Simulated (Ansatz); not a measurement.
Cost and result up the ladder for the cluster Zn₃O₃ (6 atoms). Charge 0, multiplicity 1. Geometry: r2SCAN-D4/def2-SVP.

```xyz
6

Zn    0.082   -2.201    0.160
Zn   -0.519    1.919    0.098
Zn   -1.280   -0.250    0.720
O    -0.176    0.245   -1.191
O     1.019   -0.141   -0.537
O     0.874    0.428    0.750
```

Ansatz on 4 threads of Arm Neoverse V2 on a shared host. Times are rough, and most runs start from the orbitals of an earlier one. No level here is sound enough to serve as a yardstick. Binding counts from free atoms at the same level (Zn singlet, O triplet; other spins of the atoms weren't run), without zero-point energy or a counterpoise term.

Correlated methods freeze 30 core orbitals. The rows differ in basis, and correlated rows in double-zeta sets carry the largest basis error. The structure holds 2 bond(s) between oxygen atoms. Another isomer (singlet) lies 6.24 eV lower at PBE0-D4/def2-TZVP; other spin states weren't run for this one.

Run but left out: HF/def2-TZVP (restricted singlet, unstable in another Hartree–Fock run and untested here).

Correlated methods converge slowly with the basis, most of all in double-zeta sets.

```json
{"level": "PBE-D4/def2-TZVP (with forces)", "functions": "237", "wall time": "4.1 s", "binding energy per atom (eV)": "1.67", "remarks": "restricted SCF unstable in HF"}
{"level": "r2SCAN-D4/def2-TZVP", "functions": "237", "wall time": "8 s", "binding energy per atom (eV)": "1.52", "remarks": "restricted SCF unstable in HF"}
{"level": "PBE0-D4/def2-TZVP", "functions": "237", "wall time": "9.5 s", "binding energy per atom (eV)": "1.37", "remarks": "restricted SCF unstable in HF"}
{"level": "r2SCAN0-D4/def2-TZVP", "functions": "237", "wall time": "11 s", "binding energy per atom (eV)": "1.25", "remarks": "restricted SCF unstable in HF"}
{"level": "CCSD(T)/def2-SVP", "functions": "135", "wall time": "24 s", "binding energy per atom (eV)": "1.13", "remarks": "large T1 (0.029), restricted SCF unstable"}
```
